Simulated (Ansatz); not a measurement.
## A rate constant, worked out

An elementary step of AlNH4Cl2O, closed shell (AlNH₂Cl₂ ([NH2][Al]([Cl])[Cl]) + H₂O → AlHCl₂O ([OH][Al]([Cl])[Cl]) + NH₃ (still joined by a long Al–N bond); Al–N, H–O broken or loosened, Al–O, N–H formed or tightened). The start structure is the complex of the reactants, bound by 1.00 eV, and the electronic barrier above it is 0.245 eV by CCSD(T) at an estimated basis limit (MP2 extrapolated from triple and quadruple zeta, plus CCSD(T) − MP2 in triple zeta). Computed with Ansatz 0.2.0 (basis: def2-TZVPP and def2-QZVPP); correlated methods freeze the cores. Extrapolation: Hartree–Fock as exp(−7.88 √X), correlation as X^−2.97. Harmonic wavenumbers at PBE0-D4/def2-TZVP (Ansatz 0.2.0), in cm⁻¹:

Start: 110, 122, 144, 167, 221, 234, 339, 402, 432, 499, 521, 599, 698, 731, 802, 1570, 1595, 3586, 3670, 3702, 3853.

Saddle: 792i, 132, 135, 157, 209, 351, 374, 493, 523, 563, 681, 709, 731, 770, 844, 1468, 1572, 2002, 3564, 3650, 3892.

Question: Work out the transition-state-theory rate constant at 600 K from these numbers alone (harmonic vibrations; rotation, path degeneracy and anharmonicity left out), and the Wigner tunnelling factor. Use 1 cm⁻¹ = 1.2398 × 10⁻⁴ eV and k_B = 8.617 × 10⁻⁵ eV/K.

Answer: Zero-point energies, half the sums: start 23997/2 cm⁻¹ = 1.4876 eV; saddle, real modes only, 22820/2 cm⁻¹ = 1.4147 eV.
Barrier with zero-point energy: 0.245 + 1.4147 − 1.4876 = 0.1721 eV.
k_BT = 0.05170 eV, so the barrier is 3.33 k_BT.
Vibrational partition functions from the zero-point level, ln q = −Σ ln(1 − exp(−hν/k_BT)): start 9.983, saddle 7.755.
k = (k_BT/h) exp(ln q‡ − ln q) exp(−E0/k_BT), with log₁₀(k_BT/h in s⁻¹) = 13.10: log₁₀ k = 13.10 + (-2.228 − 3.33)/2.3026 = 10.69, so k ≈ 5 × 10^(10) s⁻¹.
Wigner factor: 1 + (hν‡/k_BT)²/24 = 1 + (1.90)²/24 = 1.15. A change of 1 kcal/mol (0.043 eV) in the barrier would change k by a factor of 2.3 at this temperature.

No T1 diagnostic of these runs exceeds 0.009.

The step is the kind of ligand exchange by which a precursor binds to a hydroxyl group, or is hydrolysed, in atomic layer deposition of oxides.

Labels in which every atom is bracketed show which atoms are joined, not bond orders.

For scale, one of the runs: CCSD(T)/def2-TZVPP, 244 basis functions (an equivalent command: `ansatz run in.yaml --threads 4`). Time: 2.3 min of wall clock on 4 CPU threads; the host was shared. Peak host memory: 4.6 GiB.
